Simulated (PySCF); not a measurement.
The multiplicity is imposed and other spin states were not computed.

## [Cu(Cl)4]- (charge -1, multiplicity 1)

Method: PBE-D3(BJ)/def2-TZVP // TPSS-D3(BJ)/def2-SVP (PySCF).

```
Quantity                                                                    Value
----------------------------------------  ---------------------------------------
HOMO                                                                     -1.99 eV
HOMO–LUMO gap                                                             0.48 eV
LUMO                                                                     -1.51 eV
charge on the central atom (Mulliken)                                      0.21 e
charge on the central atom (meta-Löwdin)                                   0.96 e
total energy                                                         -94712.23 eV
cost                                      about 110 core-seconds (a rough figure)
```

Bonds (Å): Cu1–Cl2 2.216, Cu1–Cl3 2.216, Cu1–Cl4 2.215, Cu1–Cl5 2.215. Angles (°): Cl2–Cu1–Cl3 179.9, Cl2–Cu1–Cl4 89.9, Cl2–Cu1–Cl5 90.1, Cl3–Cu1–Cl4 90.1, Cl3–Cu1–Cl5 90.0, Cl4–Cu1–Cl5 179.9.
Charge -1, spin multiplicity 1.
